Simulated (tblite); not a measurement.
Run record: tight-binding relaxation, `BOB[C@@H](C[SiH3])C#CC`.

Computed with GFN2-xTB geometry optimisation, gas phase (tblite 0.8.0). Start geometry: from a force field or distance geometry. The command runs a driver script over a list of jobs; the input below is this job's line of settings and its coordinates in Å.

Command:
```bash
OMP_NUM_THREADS=1 python probes_run.py task.json out
```

Input:
```
{"job": {"kind": "relax", "xc": "GFN2-xTB", "basis": "xTB"}, "charge": 0, "multiplicity": 1}
B      3.859700    -1.085400    -0.236200
O      2.532300    -1.420300    -0.784900
B      1.623300    -0.445700    -0.224500
C      0.052400    -0.523300    -0.525300
C     -0.431000     0.866300    -0.403800
C     -0.824700     2.010200    -0.329000
C     -1.269000     3.404200    -0.238700
C     -0.523400    -1.393100     0.576600
Si    -2.348800    -1.598400     0.370400
H      4.015500    -1.227400     0.923600
H      4.721500    -0.895100    -0.999200
H      1.904700     0.091800     0.791300
H     -0.163200    -0.871400    -1.526000
H     -1.964600     3.579400    -1.076900
H     -0.409000     4.116800    -0.327100
H     -1.712000     3.604900     0.760400
H     -0.372600    -0.836900     1.541500
H     -0.025900    -2.388900     0.665400
H     -2.916400    -0.829700    -0.742400
H     -2.701500    -3.016400     0.189900
H     -3.056100    -1.124700     1.594300
```

Output:
```
step      E/eV     max force
  0    -681.82305    4.041
  1    -682.28900    2.265
  2    -682.20438    6.410
  3    -682.52750    1.001
  4    -682.56827    0.530
  5    -682.62395    0.502
  6    -682.64099    0.431
  7    -682.67203    0.449
  8    -682.69338    0.477
  9    -682.72677    0.493
... (151 lines left out)
161    -683.44800    0.024
162    -683.44817    0.055
163    -683.44835    0.069
164    -683.44848    0.045
165    -683.44856    0.023
166    -683.44860    0.020
167    -683.44863    0.037
168    -683.44866    0.032
169    -683.44868    0.017
170    -683.44869    0.008
```

«max force» is the largest atomic force in eV/Å.

From which step on does the largest force stay under 0.1 eV/Å, and how much energy is left to gain from there?

From step 146 (0.089 eV/Å), 8.3 meV above the end.

Main results: energy lowered by 37.5 kcal/mol over 170 steps; largest atomic force 0.008 eV/Å at the end.

How long does this job take on one thread, Arm Neoverse V2 (aarch64), shared host?

About 1.2 s.
Labels such as C1 count atoms from 1, the log's own numbers from 0.
